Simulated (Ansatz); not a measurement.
Input for Ansatz (an electronic-structure program): R-B3LYP/def2-TZVPP on HfO2 (SMILES [O]=[Hf]=[O]), atoms moved off the minimum. Elements past Kr take the def2 small-core potentials; no spin–orbit coupling.

Ansatz 0.2 input:
```yaml
crystal:
  periodic: [false, false, false]
  atoms:
    - {symbol: Hf, position_ang: [0.13900398, -0.20464277, 0.14460729]}
    - {symbol: O, position_ang: [0.61590978, 0.60776721, -1.43906144]}
    - {symbol: O, position_ang: [-1.55418002, 0.29753833, 0.49282335]}
basis:
  gaussian:
    orbitals: def2-TZVPP
hamiltonian:
  xc: {name: B3LYP}
scf: {lower_state_search: off}
output: {forces: true}
```

### Question
Give the final energy of this run.

### Answer
-198.5689 hartree.
